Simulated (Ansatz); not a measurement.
The same path of C$_{2}$H$_{7}$BFNSi (13 atoms, charge 0, multiplicity 1) was run twice with different band settings. The coordinate that changes most is the dihedral C1–C2–N4–H12.

The calculation used Ansatz 0.2.0, RKS LDA/6-31G*.

Relaxed end points:

```xyz
13
Properties=species:S:1:pos:R:3
C -1.259 -1.430 -0.348
C -0.409 -0.418 -0.100
Si 1.437 -0.735 -0.205
N -0.858 0.855 0.233
B -0.061 1.975 0.508
F -0.648 3.128 0.812
H -0.891 -2.427 -0.609
H -2.351 -1.296 -0.299
H 2.092 0.120 -1.251
H 1.584 -2.181 -0.577
H 2.122 -0.483 1.106
H -1.882 0.959 0.274
H 1.145 1.899 0.471
```

```xyz
13
Properties=species:S:1:pos:R:3
C -0.868 -1.332 -0.071
C -0.008 -0.305 -0.180
Si 1.790 -0.620 -0.578
N -0.387 1.027 0.040
B -1.406 1.500 0.883
F -1.620 2.813 0.928
H -0.524 -2.365 -0.191
H -1.932 -1.174 0.155
H 2.214 0.305 -1.688
H 1.962 -2.044 -1.009
H 2.679 -0.329 0.599
H 0.182 1.734 -0.441
H -2.063 0.756 1.568
```

Common settings: spring 5.0 eV/Å²; optimiser quadratic models (default); start path IDPP; force threshold 0.03 eV/Å; iteration limit 60; end points relaxed.

| run | movable images | climbing image |
| --- | --- | --- |
| 1 | 5 | yes |
| 2 | 4 | no |

Task: What does each run give, and how far can it be trusted?

Result: Run 1: converged after 11 iterations, highest image 0.365 eV above the first end. A vibrational analysis at the climbing image gives one clearly imaginary mode, 164i cm⁻¹: a first-order saddle point.
Run 2: converged after 9 iterations, highest image 0.359 eV above the first end. No image climbed, so the highest image needn't sit at the top of the path.
